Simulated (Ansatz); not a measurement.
# AsH3 (arsine): methods side by side

AsH3 has 4 atoms, charge 0, and is taken as a singlet. SMILES: `[AsH3]`. The shape is that of a PBE0-D4/def2-TZVP optimisation.

```xyz
4

As   -0.2158    0.4876   -0.3460
H     0.3499    0.6303    1.0594
H    -1.0680   -0.7055    0.0611
H     0.9339   -0.4125   -0.7745
```

Each level gives the energy change with the As1–H4 bond stretched from 1.522 to 1.902 Å (eV). The values are calculated.

```tsv
level	kind	program	value (eV)	less FCI/STO-3G	CPU time (all runs)
HF/STO-3G (restricted)	Hartree–Fock	Ansatz	1.62	+0.49	1.5 s
SVWN5/STO-3G (restricted)	LDA	Ansatz	1.23	+0.10	0.78 s
revPBE/STO-3G (restricted)	GGA	Ansatz	1.13	0.00	1.2 s
B3LYP/STO-3G (restricted)	global hybrid	Ansatz	1.26	+0.13	1.2 s
r2SCAN0/STO-3G (restricted)	hybrid meta-GGA	Ansatz	1.37	+0.24	2.5 s
wB97X/STO-3G (restricted)	range-separated hybrid	Ansatz	1.39	+0.26	5.1 s
B2PLYP/STO-3G (restricted)	double hybrid	Ansatz	1.31	+0.18	1.6 s
MP2/STO-3G (restricted)	perturbation theory	Ansatz	1.36	+0.23	0.24 s
CCSDTQ/STO-3G (restricted)	coupled cluster or CI	Ansatz	1.13	0.00	9.4 s
FCI/STO-3G	exact in the basis	Ansatz	1.13	0.00	0.6 s
```

FCI/STO-3G is exact within its basis and frozen core, so for wave-function methods in that basis the difference is their error; functionals converge differently with the basis, so for them it is only a difference. All-electron rows without a relativistic Hamiltonian named are non-relativistic. The first shape isn't each level's own minimum. The values span 1.13 to 1.62 eV. All rows use very small basis sets, so even the best lies far from the true value. In the correlated wave-function rows the outer d shell of As is correlated, in sets not made for it. CPU times are rough (shared hosts, several kinds of processor): they show what a rung costs within a factor of a few.
